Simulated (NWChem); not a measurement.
Atomisation of sulfur hexafluoride (F₆S)

```
S
F 1 1.5807
F 1 1.5807 2 90.00
F 1 1.5807 3 90.00 2 180.00
F 1 1.5807 2 90.00 3 180.00
F 1 1.5807 2 90.00 3 -90.00
F 1 1.5807 2 90.00 3 90.00
```
Charge 0, spin multiplicity 1.

Everything below was run with NWChem. All single points use one geometry, from PBE0/def2-SVP, a minimum by its harmonic frequencies.

Basis set: def2-SVP. The atomisation energy is electronic alone: no zero-point, thermal, spin-orbit or counterpoise terms. No value is extrapolated to the basis-set limit. Free atoms are single determinants with multiplicities F 2, S 3. Correlated methods freeze the same cores in atoms and molecule, 11 orbitals in all.

No SCF solution was tested for a lower state. Open-shell Hartree-Fock references start from PBE0 orbitals.

**Question.** For the atomisation energy, MP2 gives 425.1 kcal/mol and PBE0 gives 441.6 kcal/mol. What do M06-2X, PBE, HF give?

**Answer.** M06-2X: 443.2 kcal/mol; PBE: 489.1 kcal/mol; HF: 188.8 kcal/mol.
